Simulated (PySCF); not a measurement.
C₄H₉ClO₃S.
Numbering: `[CH3:1][O:2][C@@H:3]([CH3:4])[CH2:5][S:6](=[O:7])(=[O:8])[Cl:9]` (hydrogens: H10, H11, H12 on C1; H13 on C3; H14, H15, H16 on C4; H17, H18 on C5)

All values: PBE0/pcSseg-1 (PySCF, non-relativistic), on one gas-phase PBE0-D3(BJ)/def2-SVP geometry that isn't relaxed in the solvent. The solvent is an IEF-PCM continuum (van der Waals radii × 1.2). The model holds no explicit solvent molecules, cavitation or dispersion.

Gas phase at PBE0/pcSseg-1: HOMO -8.03 eV, LUMO -1.78 eV, dipole 4.86 D.

**Question.** What does the continuum do to the energy, the frontier levels and the dipole at PBE0/pcSseg-1 in cyclohexane and dichloromethane?

**Answer.** 
```
        solvent      ε  E(solvent) − E(gas) (kcal/mol)  polarisation term (kcal/mol)  distortion of the solute (kcal/mol)  HOMO (eV)  LUMO (eV)  dipole (D)
    cyclohexane  2.017                           -3.60                         -3.83                                 0.23      -7.88      -1.83        5.35
dichloromethane   8.93                           -7.85                         -9.02                                 1.17      -7.78      -1.90        5.94
```

The first energy column is the sum of the next two and covers electrostatics alone. From cyclohexane to dichloromethane the lowering changes by a factor 2.18, Onsager's factor (ε − 1)/(2ε + 1) by 2.08 and ε itself by 4.4.

**Question.** Which radius a makes the point-dipole formula ΔE = −[(ε − 1)/(2ε + 1)]·μ²/a³ give the value in dichloromethane, with the gas-phase dipole?

**Answer.** μ = 1.912 au and |ΔE| = 0.01250 Eh give a = 2.63 Å; the farthest nucleus lies 4.02 Å from the centroid of the nuclei, so such a sphere wouldn't even hold the nuclei. The formula assumes a rigid point dipole at the centre of a sphere.

**Question.** Which Hirshfeld charges (PBE0/pcSseg-1) respond most in cyclohexane (means over atoms taken as equivalent)?

**Answer.** 
| atoms | environment | gas (e) | solvent (e) | change |
| --- | --- | --- | --- | --- |
| O7 | sulfonyl oxygen | -0.269 | -0.281 | -0.012 |
| O8 | sulfonyl oxygen | -0.271 | -0.279 | -0.008 |
| H18 | methylene hydrogen | +0.058 | +0.064 | +0.006 |
| O2 | ether oxygen | -0.131 | -0.137 | -0.006 |
| H17 | methylene hydrogen | +0.063 | +0.067 | +0.004 |
| C5 | sp3 carbon bound to sulfur | -0.073 | -0.070 | +0.003 |
| Cl9 | chlorine bonded to S | -0.109 | -0.111 | -0.002 |
| H14/H15/H16 | methyl hydrogen | +0.048 | +0.050 | +0.002 |
| H13 | methine hydrogen | +0.034 | +0.036 | +0.002 |
| C4 | methyl carbon | -0.117 | -0.116 | +0.001 |
| H10/H11/H12 | methyl hydrogen | +0.044 | +0.045 | +0.001 |
| S6 | sulfonyl sulfur | +0.528 | +0.529 | +0.001 |

**Question.** Which Mayer bond orders change most in cyclohexane?

**Answer.** 
```json
{"bond": "S6–O7", "length (Å)": "1.443", "gas": "1.777", "solvent": "1.766", "change": "-0.011"}
{"bond": "S6–O8", "length (Å)": "1.449", "gas": "1.719", "solvent": "1.714", "change": "-0.005"}
{"bond": "O2–C3", "length (Å)": "1.402", "gas": "0.909", "solvent": "0.904", "change": "-0.005"}
{"bond": "C3–C4", "length (Å)": "1.519", "gas": "1.047", "solvent": "1.051", "change": "+0.004"}
{"bond": "C5–H17", "length (Å)": "1.099", "gas": "0.910", "solvent": "0.906", "change": "-0.004"}
{"bond": "C5–H18", "length (Å)": "1.097", "gas": "0.920", "solvent": "0.916", "change": "-0.004"}
{"bond": "C1–O2", "length (Å)": "1.399", "gas": "0.921", "solvent": "0.918", "change": "-0.003"}
{"bond": "C5–S6", "length (Å)": "1.801", "gas": "0.847", "solvent": "0.849", "change": "+0.002"}
```

**Question.** How do the nuclear quadrupole coupling constants eQVzz/h respond in cyclohexane?

**Answer.** 
```json
{"nucleus": "17O at O2", "Q (barn)": "-0.0256", "gas (MHz)": "-12.11", "solvent (MHz)": "-12.04", "η gas": "0.95", "η solvent": "0.95"}
{"nucleus": "33S at S6", "Q (barn)": "-0.06781", "gas (MHz)": "-14.21", "solvent (MHz)": "-14.65", "η gas": "0.08", "η solvent": "0.15"}
{"nucleus": "17O at O7", "Q (barn)": "-0.0256", "gas (MHz)": "-8.40", "solvent (MHz)": "-8.39", "η gas": "0.29", "η solvent": "0.29"}
{"nucleus": "17O at O8", "Q (barn)": "-0.0256", "gas (MHz)": "-8.39", "solvent (MHz)": "-8.39", "η gas": "0.32", "η solvent": "0.32"}
{"nucleus": "35Cl at Cl9", "Q (barn)": "-0.0817", "gas (MHz)": "-68.59", "solvent (MHz)": "-68.43", "η gas": "0.06", "η solvent": "0.05"}
```

Shape of the structure used: `[CH3:1][O:2][C@@H:3]([CH3:4])[CH2:5][S:6](=[O:7])(=[O:8])[Cl:9]`: C1–O2–C3–C4 90°, O2–C3–C5–S6 54°, C3–C5–S6–O7 -92°.
